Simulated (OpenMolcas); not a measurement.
## Multiplet structure of As+

```
Program             : OpenMolcas 26.06
Method              : SS-CASPT2, IPEA 0.25 Eh, imaginary shift 0.1 Eh (closed shells correlated: 3d 4s)
Basis               : ANO-RCC-VQZP [7s6p4d2f1g]
Scalar Hamiltonian  : DKH2, point nucleus
Active space        : 2 electrons in 3 orbitals (4p)
State averaging     : 2S+1 = 3 even, 3 roots; 2S+1 = 1 even, 6 roots
Spin-orbit coupling : RASSI with atomic mean-field integrals over the reference wave functions, term energies averaged over their components
```

With spin-orbit coupling, above the lowest level:

| Configuration | Term | J | E (cm-1) | Measured (cm-1) | g | Term weight % |
| --- | --- | --- | --- | --- | --- | --- |
| 4s2 4p2 | 3P | 0 | 0.0 | 0.0 |  | 99 |
| 4s2 4p2 | 3P | 1 | 927 | 1063 | 1.501 | 100 |
| 4s2 4p2 | 3P | 2 | 2260 | 2541 | 1.492 | 98 |
| 4s2 4p2 | 1D | 2 | 9850 | 10096 | 1.009 | 98 |
| 4s2 4p2 | 1S | 0 | 22390 | 22599 |  | 99 |

Against the 4 measured excited levels shown (NIST Handbook of Basic Atomic Spectroscopic Data) the mean absolute deviation is 220 cm-1; the largest miss in energy is 4s2 4p2 3P2: computed 2260, measured 2541 cm-1 (-11.2 %).

Spin-orbit coupling puts the lowest level 1663 cm-1 below the lowest spin-free term.

For 3P the intervals divided by the larger J are 927.2, 664.6 cm-1. Landé's interval rule makes them equal in pure LS coupling; they differ by 33 % of their mean. The multiplet is regular.

CASPT2 breaks the degeneracy within a term, and the mean is taken; among the terms shown or strongly mixed into the levels shown the widest spread is 90 cm-1 (4s2 4p2 1D). With the s shell closed, the reference lacks s² → p² mixing. Measured partners are found by configuration, term and J. A level has none where our copy of the source lacks it or the pairing is in doubt (some pairs that miss far off the trend of their configuration count as doubtful), and it then counts in no deviation. Levels of configurations outside the active space are missing.

The term weight is that of the spin-free term in the level, not the purity of its configuration.
